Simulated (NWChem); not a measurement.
Everything below was run with NWChem. System: 1,1,1,3,3-pentafluoropropane (C3H3F5), charge 0, spin multiplicity 1, at a geometry optimised with PBE/def2-SVP. Level: LDA (SVWN5)/def2-SVP.

NWChem printed:

```
             Northwest Computational Chemistry Package (NWChem) 7.3.0
             --------------------------------------------------------

                                NWChem Input Module
                                -------------------

 Scaling coordinates for geometry "geometry" by  1.889725989
 (inverse scale =  0.529177249)

                             Geometry "geometry" -> ""
                             -------------------------

 Output coordinates in angstroms (scale by  1.889725989 to convert to a.u.)

  No.       Tag          Charge          X              Y              Z
 ---- ---------------- ---------- -------------- -------------- --------------
    1 F                    9.0000     2.51380300    -0.82580300    -0.14150700
    2 C                    6.0000     1.42699000    -0.07660900     0.21456900
    3 F                    9.0000     1.59730800     1.18313400    -0.28061000
    4 C                    6.0000     0.17863500    -0.71529100    -0.37708500
    5 C                    6.0000    -1.12094600    -0.04755800     0.03584700
    6 F                    9.0000    -1.22165600     1.21242100    -0.43387300
    7 F                    9.0000    -2.18283700    -0.74606100    -0.42613100
    8 F                    9.0000    -1.22764000     0.01168700     1.38954200
    9 H                    1.0000     1.38985400    -0.01254300     1.32624800
   10 H                    1.0000     0.25726500    -0.69658400    -1.48184500
   11 H                    1.0000     0.13401300    -1.77252500    -0.05117800

 Effective nuclear repulsion energy (a.u.)     431.5418632236

            Nuclear Dipole moment (a.u.)
            ----------------------------
        X                 Y               Z
 ---------------- ---------------- ----------------
     0.0000151178     0.0000037795    -0.0000000000


 Summary of "ao basis" -> "" (spherical)
 ------------------------------------------------------------------------------
       Tag                 Description            Shells   Functions and Types
 ---------------- ------------------------------  ------  ---------------------
 *                          def2-svp                  on all atoms

                                 NWChem DFT Module
                                 -----------------

 Summary of "ao basis" -> "ao basis" (spherical)
 ------------------------------------------------------------------------------
       Tag                 Description            Shells   Functions and Types
[...]
 Vector   32  Occ=2.000000D+00  E=-3.436576D-01
              MO Center=  2.5D-01, -1.3D-01, -7.8D-02, r^2= 4.2D+00
   Bfn.  Coefficient  Atom+Function         Bfn.  Coefficient  Atom+Function
  ----- ------------  ---------------      ----- ------------  ---------------
     5      0.268091   1 F  py               32     -0.219156   3 F  px
    74      0.211179   6 F  px               47      0.200330   4 C  py
     4      0.195144   1 F  px               60      0.193349   5 C  px
    88      0.192411   7 F  px              102      0.191842   8 F  px
    45      0.190662   4 C  s                46     -0.190463   4 C  px

 Vector   33  Occ=2.000000D+00  E=-3.026497D-01
              MO Center=  1.4D+00, -4.4D-02,  4.6D-02, r^2= 2.5D+00
   Bfn.  Coefficient  Atom+Function         Bfn.  Coefficient  Atom+Function
  ----- ------------  ---------------      ----- ------------  ---------------
    34      0.322277   3 F  pz                6      0.313630   1 F  pz
   113      0.274504   9 H  s                20      0.248767   2 C  pz
    46     -0.239449   4 C  px               37     -0.217534   3 F  pz
     9     -0.213117   1 F  pz               45     -0.210474   4 C  s
     4      0.167852   1 F  px              114      0.166581   9 H  s

 Vector   34  Occ=0.000000D+00  E= 2.472287D-02
              MO Center=  2.6D-01, -9.2D-01, -2.3D-02, r^2= 4.0D+00
   Bfn.  Coefficient  Atom+Function         Bfn.  Coefficient  Atom+Function
  ----- ------------  ---------------      ----- ------------  ---------------
    45      1.397087   4 C  s               124     -1.282133  11 H  s
   119     -0.628647  10 H  s                50     -0.435134   4 C  py
   114     -0.399642   9 H  s                59     -0.375107   5 C  s
    22     -0.334517   2 C  py               19     -0.265414   2 C  py
    61     -0.225533   5 C  py               47     -0.219521   4 C  py

 Vector   35  Occ=0.000000D+00  E= 4.072578D-02
              MO Center=  6.9D-01, -4.4D-01, -2.5D-01, r^2= 4.8D+00
   Bfn.  Coefficient  Atom+Function         Bfn.  Coefficient  Atom+Function
  ----- ------------  ---------------      ----- ------------  ---------------
   119      1.325542  10 H  s               114     -1.045687   9 H  s
    17      0.804269   2 C  s                45     -0.723952   4 C  s
    51      0.561827   4 C  pz              124     -0.536585  11 H  s
    21     -0.425617   2 C  px               23      0.386200   2 C  pz
    50     -0.334707   4 C  py               49     -0.323366   4 C  px

 Vector   36  Occ=0.000000D+00  E= 5.269273D-02
              MO Center=  7.4D-01, -3.0D-01,  2.0D-01, r^2= 4.3D+00
   Bfn.  Coefficient  Atom+Function         Bfn.  Coefficient  Atom+Function
  ----- ------------  ---------------      ----- ------------  ---------------
   114      1.166833   9 H  s               119      1.003381  10 H  s
    17     -0.905098   2 C  s                45     -0.588344   4 C  s
    51      0.578487   4 C  pz               23     -0.519966   2 C  pz
    21      0.436279   2 C  px               22     -0.380290   2 C  py
     3     -0.308751   1 F  s                59      0.292354   5 C  s

 center of mass
 --------------
 x =  -0.03225371 y =   0.04648018 z =   0.00440518

 moments of inertia (a.u.)
 ------------------
         498.924820149053          12.837017017078          57.439465487633
          12.837017017078        1463.326903852943          12.878862947352
          57.439465487633          12.878862947352        1591.952798559959

     Multipole analysis of the density
     ---------------------------------

     L   x y z        total         alpha         beta         nuclear
     -   - - -        -----         -----         ----         -------
     0   0 0 0     -0.000000    -33.000000    -33.000000     66.000000

     1   1 0 0      0.055046      0.027515      0.027515      0.000015
     1   0 1 0     -0.558376     -0.279190     -0.279190      0.000004
     1   0 0 1      0.075600      0.037800      0.037800     -0.000000

     2   2 0 0    -36.116101   -324.595526   -324.595526    613.074950
     2   1 1 0     -0.070316      3.561622      3.561622     -7.193560
     2   1 0 1      1.215396     12.747802     12.747802    -24.280207
     2   0 2 0    -32.101872    -94.118058    -94.118058    156.134243
     2   0 1 1      0.411657      2.075946      2.075946     -3.740235
     2   0 0 2    -30.625989    -62.967713    -62.967713     95.309437

 Task  times  cpu:        7.6s     wall:        7.6s

 Total times  cpu:        7.6s     wall:        7.6s
```

**Question.** Write an NWChem input that would produce this output.

**Answer.** This is not unique; one that fits is 
```
start mol
memory heap 200 mb stack 900 mb global 1100 mb
geometry units angstroms nocenter noautoz noautosym
  F      2.513803    -0.825803    -0.141507
  C      1.426990    -0.076609     0.214569
  F      1.597308     1.183134    -0.280610
  C      0.178635    -0.715291    -0.377085
  C     -1.120946    -0.047558     0.035847
  F     -1.221656     1.212421    -0.433873
  F     -2.182837    -0.746061    -0.426131
  F     -1.227640     0.011687     1.389542
  H      1.389854    -0.012543     1.326248
  H      0.257265    -0.696584    -1.481845
  H      0.134013    -1.772525    -0.051178
end
basis spherical
  * library def2-svp
end
dft
  xc slater vwn_5
  semidirect memsize 60000000 filesize 0
  iterations 100
end
task dft energy
```
